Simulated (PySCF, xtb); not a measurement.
Constitutional and geometric isomers with formula C3H10Si. Gas-phase values, no solvent. One relaxed conformer stands for each flexible species; it need not be the lowest. Strings in code marks are SMILES.

Quantity: electronic energy of isomers of C3H10Si relative to `C[SiH](C)C`, in kJ/mol.

Level 1: BP86/6-31G* // PBE0-D3(BJ)/def2-TZVP (PySCF)
Level 2: PBE/6-31G* // PBE0-D3(BJ)/def2-TZVP (PySCF)
Level 3: HF/STO-3G // PBE0-D3(BJ)/def2-TZVP (PySCF)
Level 4: GFN2-xTB (xtb)

```tsv
species	level 1	level 2	level 3	level 4
`CC[SiH2]C` (C–C–Si–C torsion 180°)	44.6	44.7	56.6	-14.90
`CCC[SiH3]` (C–C–C–Si torsion 180°)	78.2	78.3	100.8	-37.84
```
